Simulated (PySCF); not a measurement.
Converging BeCl in the basis (PBE0)

PySCF, UKS reference; doublet, unpaired electrons σ ↑; De to Be + Cl without counterpoise correction.

```
              basis     relativity  functions  Re (Å)  ωe (cm⁻¹)  De (eV)  μ (D)
              3-21G  no relativity         22   1.848        803     4.02  -1.60
           def2-SVP  no relativity         27   1.838        812     4.17  -0.89
            pcseg-2  no relativity         49   1.802        848     4.26  -0.99
          def2-TZVP  no relativity         56   1.812        828     4.21  -0.81
         def2-TZVPP  no relativity         61   1.813        828     4.21  -0.81
cc-pVTZ/cc-pV(T+d)Z  no relativity         69   1.802        843     4.30  -0.83
```

How does each smaller set differ from the one with most functions, cc-pVTZ/cc-pV(T+d)Z?

3-21G: +4.6 pm, -4.7 % in ωe, -0.28 eV in De; def2-SVP: +3.6 pm, -3.7 % in ωe, -0.13 eV in De; pcseg-2: +0.0 pm, +0.6 % in ωe, -0.04 eV in De; def2-TZVP: +1.0 pm, -1.8 % in ωe, -0.09 eV in De; def2-TZVPP: +1.1 pm, -1.8 % in ωe, -0.09 eV in De. All at PBE0; the set with most functions is neither the basis-set limit nor always the best.

A positive dipole means Be(−)Cl(+). 3-21G is very small, so such numbers show the basis as much as the molecule. The state was picked by a PBE0 search and need not be the measured ground state.
